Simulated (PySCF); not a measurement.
Correlation energy of I³⁺ (iodine, charge +3)

[Kr] 4d10 5s2 5p2, high-spin 3P determinant. Computed with PySCF 2.14 in def2-SVP with the def2 core potential (28 electrons) (4s4p2d, 26 functions), with scalar relativity through the core potential. Frozen: 4s2 4p6 4d10; 4 electrons correlated.

MP2 pair energies summed by pair of shells (mhartree):

```json
{"pair": "5s-5p", "energy": "-22.88", "share (%)": "61.7"}
{"pair": "5s-5s", "energy": "-10.47", "share (%)": "28.3"}
{"pair": "5p-5p", "energy": "-3.72", "share (%)": "10.0"}
```

Total MP2 correlation energy: -37.07 mhartree.

Same-spin part -5.82 and opposite-spin part -31.25 mhartree; SCS-MP2 scales them by 1/3 and 6/5 to -39.44 mhartree.

| level | correlation energy (mhartree) |
| --- | --- |
| CCSD | -51.16 |
| (T) | -0.41 |
| CCSD(T) | -51.57 |

Diagnostics: T1 = 0.0054, D1 = 0.0149, largest double amplitude 0.093.

Cost of the coupled-cluster step: 0.09 s of wall time on 1 thread of Neoverse-V2 (shared host), for 4 correlated electrons.

Iterations:

```
CC2 = 0
CCSD nocc = (np.int64(3), np.int64(1)), nmo = (17, 17)
frozen orbitals [[0, 1, 2, 3, 4, 5, 6, 7, 8], [0, 1, 2, 3, 4, 5, 6, 7, 8]]
max_cycle = 100
direct = 0
conv_tol = 1e-08
conv_tol_normt = 1e-06
diis_space = 8
diis_start_cycle = 0
Init t2, MP2 energy = -0.0370710884696915
Init E_corr(UCCSD) = -0.0370710884707662
cycle = 1  E_corr(UCCSD) = -0.0469505986579324  dE = -0.00987951019  norm(t1,t2) = 0.0403429
cycle = 2  E_corr(UCCSD) = -0.0497483038697419  dE = -0.00279770521  norm(t1,t2) = 0.0139643
cycle = 3  E_corr(UCCSD) = -0.0511696329122387  dE = -0.00142132904  norm(t1,t2) = 0.00562167
cycle = 4  E_corr(UCCSD) = -0.0511576272241137  dE = 1.20056881e-05  norm(t1,t2) = 0.000796656
cycle = 5  E_corr(UCCSD) = -0.0511632926676054  dE = -5.66544349e-06  norm(t1,t2) = 9.17537e-05
cycle = 6  E_corr(UCCSD) = -0.0511616060411487  dE = 1.68662646e-06  norm(t1,t2) = 1.06922e-05
cycle = 7  E_corr(UCCSD) = -0.0511621254175889  dE = -5.1937644e-07  norm(t1,t2) = 1.64417e-06
cycle = 8  E_corr(UCCSD) = -0.0511619973264949  dE = 1.28091094e-07  norm(t1,t2) = 3.98249e-07
cycle = 9  E_corr(UCCSD) = -0.05116200519369  dE = -7.8671951e-09  norm(t1,t2) = 6.51825e-08
UCCSD converged
E(UCCSD) = -294.6032774228114  E_corr = -0.05116200519368998
UCCSD(T) correction = -0.00041193589718736
```
